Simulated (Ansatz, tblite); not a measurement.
Spin states of PdSe₂⁻ (the lowest doublet isomer of a short search), each relaxed with PBE0-D4/def2-TZVPD in Ansatz. Electronic energies in the gas phase.

In the def2 sets Pd takes a core potential; there is no spin–orbit coupling. The xTB rows come from tblite. Correlated methods freeze 18 core orbitals; core or outer-core shells of Pd, Se are correlated, in sets that lack core-valence functions. The rows differ in basis, and correlated rows in double-zeta sets carry the largest basis error. In CCSD on the charge -1 quartet the largest single amplitude is 0.21, so its Hartree–Fock determinant may place the open shell otherwise than the density functionals do. Another isomer (doublet) lies 0.38 eV lower at r2SCAN-D4/def2-TZVPD.

Doublet geometry (C2v within 0.1 Å):

```xyz
3

Pd   -0.292    0.039   -1.371
Se    0.967   -0.882    0.486
Se   -0.675    0.842    0.885
```

Quartet geometry (C2v within 0.1 Å):

Cartesian coordinates in Å:
```
Pd 0.854 -0.338 -1.134
Se 0.152 1.139 0.713
Se -1.006 -0.801 0.421
```

Run but left out: HF/STO-3G (doublet: ⟨S²⟩ 1.77, where a pure state has 0.75).

Only these spin states were relaxed. Higher spins weren't run and may lie lower.

| level | quartet − doublet (kJ/mol) | lowest of these | remarks |
| --- | --- | --- | --- |
| GFN2-xTB | 314.2 | doublet | – |
| HF/def2-SVPD | 58.9 | doublet | – |
| HF/def2-TZVPD | 52.8 | doublet | – |
| PBE-D4/def2-TZVPD | 82.6 | doublet | HOMO above zero (doublet), HOMO above zero (quartet) |
| r2SCANh-D4/def2-TZVPD | 84.4 | doublet | HOMO above zero (doublet), HOMO above zero (quartet) |
| RPA@PBE/def2-TZVPD | 83.2 | doublet | – |
| MP2/def2-SVPD | 115.2 | doublet | – |
| MP2/def2-TZVPD | 119.6 | doublet | – |

```tsv
state	donor atoms	mean metal–ligand distance (Å)	range (Å)	Mulliken spin on the metal (PBE0)
doublet	2	2.425	2.43–2.43	0.39
quartet	2	2.467	2.47–2.47	1.63
```

⟨S²⟩ at PBE0-D4/def2-TZVPD: doublet 0.76 (pure 0.75), quartet 3.77 (pure 3.75).

The xTB methods have no term that favours high spin, so they put low spin too low.
